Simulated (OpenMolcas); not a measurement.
# Ir2+: moving or changing the point charges

Ir2+ among 2 point charges of -2 e arranged as a linear pair (D∞h), 2.1 Å from the ion.
```
   0.0000    0.0000    2.1000  -2.00
   0.0000    0.0000   -2.1000  -2.00
```

```json
{"Program": "OpenMolcas 26.06", "Method": "CASSCF", "Basis": "ANO-RCC-VDZP [7s6p4d2f]", "Scalar Hamiltonian": "DKH2, point nucleus", "Active space": "7 electrons in 5 orbitals (5d)", "State averaging": "2S+1 = 4 even, 10 roots; 2S+1 = 2 even, 40 roots", "Spin-orbit coupling": "RASSI with atomic mean-field integrals over the reference wave functions"}
```

Runs around this geometry, states (labels by Λ). Energies in cm-1 above the lowest state or level, χT in cm3 K/mol.

```
R (Å)  q (e)  Ground state  First state of that spin  First gap with spin-orbit (degeneracies)  χT at 300 K  First state of another spin
  2.1   -1.3            4Φ                  4Σ 527.7                              851.0 (2, 2)        4.830                      2Π 9685
    2     -2            4Σ                   4Δ 1717                                1.1 (2, 2)        3.433                      2Σ 8530
  2.1     -2            4Σ                   4Δ 1351                              178.2 (2, 2)        4.055                      2Σ 9090
 2.28     -2            4Σ                  4Φ 546.5                              130.2 (2, 2)        4.868                      2Π 9407
```

The ground state changes within this set.

Without dynamic correlation the repulsion within the d shell is too large (B by tens of per cent), so at a given field states of lower spin stand too high. Point charges give a weaker field than real ligands, and real ions of this kind are as a rule low spin; the high spin found here belongs to the model. Spin-orbit coupling mixes the spin-free states strongly: the lowest level takes only 53 % from its leading state, 4Σ (figures for R = 2, q = -2; the like holds for R = 2.1, q = -2). The ground term spreads over less than 5000 cm-1, several times less than with real ligands, so orbital moments are less quenched and χT lies further from the spin-only value than at real sites (holds for R = 2.1, q = -1.3; R = 2.1, q = -2; R = 2.28, q = -2). This shell can be high or low spin here, a state of another spin lies low, and with metal d orbitals alone active their balance is uncertain, so the ground spin may be wrong (holds for R = 2, q = -2). This is an electrostatic model: the charges have no orbitals. No measured value stands beside these numbers.
